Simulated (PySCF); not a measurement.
Molfile (atoms numbered from 1):
```
C2H10OSi2
     RDKit          3D

 15 14  0  0  0  0  0  0  0  0999 V2000
    2.1977   -0.4001    1.1309 O   0  0  0  0  0  0  0  0  0  0  0  0
    1.9588   -0.0815   -0.4922 Si  0  0  0  0  0  4  0  0  0  0  0  0
    0.1880    0.5060   -0.6385 C   0  0  0  0  0  0  0  0  0  0  0  0
   -0.8268   -0.5129   -0.1042 C   0  0  0  0  0  0  0  0  0  0  0  0
   -2.6133    0.0899   -0.1645 Si  0  0  0  0  0  4  0  0  0  0  0  0
    3.0429   -0.7816    1.3835 H   0  0  0  0  0  0  0  0  0  0  0  0
    2.1681   -1.3219   -1.3102 H   0  0  0  0  0  0  0  0  0  0  0  0
    2.9139    0.9622   -0.9878 H   0  0  0  0  0  0  0  0  0  0  0  0
    0.1087    1.4624   -0.0915 H   0  0  0  0  0  0  0  0  0  0  0  0
   -0.0096    0.7484   -1.6981 H   0  0  0  0  0  0  0  0  0  0  0  0
   -0.7648   -1.4580   -0.6723 H   0  0  0  0  0  0  0  0  0  0  0  0
   -0.5847   -0.7757    0.9399 H   0  0  0  0  0  0  0  0  0  0  0  0
   -3.5527   -0.9514    0.3577 H   0  0  0  0  0  0  0  0  0  0  0  0
   -3.0013    0.4170   -1.5733 H   0  0  0  0  0  0  0  0  0  0  0  0
   -2.7698    1.3301    0.6588 H   0  0  0  0  0  0  0  0  0  0  0  0
  1  2  1  0
  2  3  1  0
  3  4  1  0
  4  5  1  0
  1  6  1  0
  2  7  1  0
  2  8  1  0
  3  9  1  0
  3 10  1  0
  4 11  1  0
  4 12  1  0
  5 13  1  0
  5 14  1  0
  5 15  1  0
M  END
```

Geometry: PBE0-D3(BJ)/def2-SVP; GIAO shifts from PySCF 2.14.0 with density-fitted response routines, gas phase, non-relativistic, averaged over equivalent atoms.

At PBE0/6-31G (73 basis functions, 6.5 s wall time on 1 thread of an Arm Neoverse V2, shared host):
```
      atoms  δ (ppm)
         O1    -21.0
        Si2     16.7
        Si5    -39.0
         C3     12.1
         C4      2.4
      H7/H8     5.10
H13/H14/H15     3.71
    H11/H12     1.18
     H9/H10     0.94
         H6    -0.62
```

References, each an isolated molecule treated in the same way: H2O for 17O (σ = 318.49 ppm); TMS for 29Si (σ = 444.75 ppm), 13C (σ = 199.54 ppm), 1H (σ = 32.61 ppm).

Task: What do these become at B97-2/pcSseg-1?

Result: 
```json
{"atoms": "O1", "δ at B97-2/pcSseg-1": "8.6", "change": "+29.6"}
{"atoms": "Si2", "δ at B97-2/pcSseg-1": "-12.2", "change": "-28.9"}
{"atoms": "Si5", "δ at B97-2/pcSseg-1": "-57.6", "change": "-18.6"}
{"atoms": "C3", "δ at B97-2/pcSseg-1": "11.1", "change": "-1.0"}
{"atoms": "C4", "δ at B97-2/pcSseg-1": "2.5", "change": "+0.1"}
{"atoms": "H7/H8", "δ at B97-2/pcSseg-1": "4.90", "change": "-0.20"}
{"atoms": "H13/H14/H15", "δ at B97-2/pcSseg-1": "3.84", "change": "+0.13"}
{"atoms": "H11/H12", "δ at B97-2/pcSseg-1": "0.85", "change": "-0.33"}
{"atoms": "H9/H10", "δ at B97-2/pcSseg-1": "0.61", "change": "-0.33"}
{"atoms": "H6", "δ at B97-2/pcSseg-1": "0.43", "change": "+1.05"}
```

References, each an isolated molecule treated in the same way: H2O for 17O (σ = 331.62 ppm); 29Si (σ = 357.41 ppm), 13C (σ = 183.69 ppm), 1H (σ = 31.38 ppm) vs TMS.

The largest change is at O1 (oxygen bonded to Si, H). Cost: 149 basis functions, 12 s wall time on 1 thread of an Arm Neoverse V2, shared host.

Experimental scales use liquid or dissolved standards, which lie at an offset from isolated H2O (liquid H2O: subtract about 36 ppm).
